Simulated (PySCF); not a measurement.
**Scalar relativity in Ar²⁺ (argon, charge +2)**

[Ne] 3s2 3p4, high-spin 3P determinant; PBE calculated with PySCF 2.14 in dyall-acv3z (19s12p6d4f, 113 functions), once non-relativistic with a point nucleus and once with spin-free X2C-1e and a Gaussian nucleus.

```json
{"shell": "1s α", "ε non-rel. (eV)": "-3137.5", "ε X2C (eV)": "-3149.6", "rms r non-rel. (bohr, spins averaged)": "0.09991", "rms r X2C (bohr, spins averaged)": "0.09926", "change of radius (%)": "-0.66"}
{"shell": "1s β", "ε non-rel. (eV)": "-3137.0", "ε X2C (eV)": "-3149.1", "rms r non-rel. (bohr, spins averaged)": "0.09991", "rms r X2C (bohr, spins averaged)": "0.09926", "change of radius (%)": "-0.66"}
{"shell": "2s α", "ε non-rel. (eV)": "-324.77", "ε X2C (eV)": "-326.93", "rms r non-rel. (bohr, spins averaged)": "0.4530", "rms r X2C (bohr, spins averaged)": "0.4506", "change of radius (%)": "-0.53"}
{"shell": "2s β", "ε non-rel. (eV)": "-324.35", "ε X2C (eV)": "-326.50", "rms r non-rel. (bohr, spins averaged)": "0.4530", "rms r X2C (bohr, spins averaged)": "0.4506", "change of radius (%)": "-0.53"}
{"shell": "2p α", "ε non-rel. (eV)": "-259.99", "ε X2C (eV)": "-260.03", "rms r non-rel. (bohr, spins averaged)": "0.4200", "rms r X2C (bohr, spins averaged)": "0.4193", "change of radius (%)": "-0.17"}
{"shell": "2p β", "ε non-rel. (eV)": "-259.40", "ε X2C (eV)": "-259.43", "rms r non-rel. (bohr, spins averaged)": "0.4200", "rms r X2C (bohr, spins averaged)": "0.4193", "change of radius (%)": "-0.17"}
{"shell": "3s α", "ε non-rel. (eV)": "-51.436", "ε X2C (eV)": "-51.695", "rms r non-rel. (bohr, spins averaged)": "1.432", "rms r X2C (bohr, spins averaged)": "1.427", "change of radius (%)": "-0.39"}
{"shell": "3s β", "ε non-rel. (eV)": "-48.505", "ε X2C (eV)": "-48.761", "rms r non-rel. (bohr, spins averaged)": "1.432", "rms r X2C (bohr, spins averaged)": "1.427", "change of radius (%)": "-0.39"}
{"shell": "3p α", "ε non-rel. (eV)": "-36.477", "ε X2C (eV)": "-36.468", "rms r non-rel. (bohr, spins averaged)": "1.584", "rms r X2C (bohr, spins averaged)": "1.583", "change of radius (%)": "-0.05"}
{"shell": "3p β", "ε non-rel. (eV)": "-34.164", "ε X2C (eV)": "-34.152", "rms r non-rel. (bohr, spins averaged)": "1.584", "rms r X2C (bohr, spins averaged)": "1.583", "change of radius (%)": "-0.05"}
```

The total energy goes from -525.7544 to -527.5858 hartree.

Ionisation energy, Ar²⁺ [Ne] 3s2 3p4 (3P) → Ar³⁺ [Ne] 3s2 3p3 (4S) (eV):

| method | non-relativistic | spin-free X2C | shift |
| --- | --- | --- | --- |
| UHF | 39.397 | 39.389 | -0.008 |
| MP2 (valence) | 40.239 | 40.235 | -0.004 |
| SCS-MP2 (valence) | 40.336 | 40.332 | -0.004 |
| CCSD (valence) | 40.350 | 40.346 | -0.004 |
| CCSD(T) (valence) | 40.379 | 40.375 | -0.004 |
| LDA | 40.858 | 40.851 | -0.008 |
| PBE | 40.724 | 40.715 | -0.009 |
| PBE0 | 40.723 | 40.715 | -0.009 |
| r2SCAN | 40.695 | 40.689 | -0.006 |
| revPBE | 40.686 | 40.678 | -0.009 |
| MP2 (valence and next inner shell) | 40.298 | 40.292 | -0.005 |
| SCS-MP2 (valence and next inner shell) | 40.379 | 40.374 | -0.005 |

Relativity contracts and stabilises s shells directly. The contracted s shells screen the nucleus better, so for spin-averaged p shells the direct and indirect effects partly cancel.
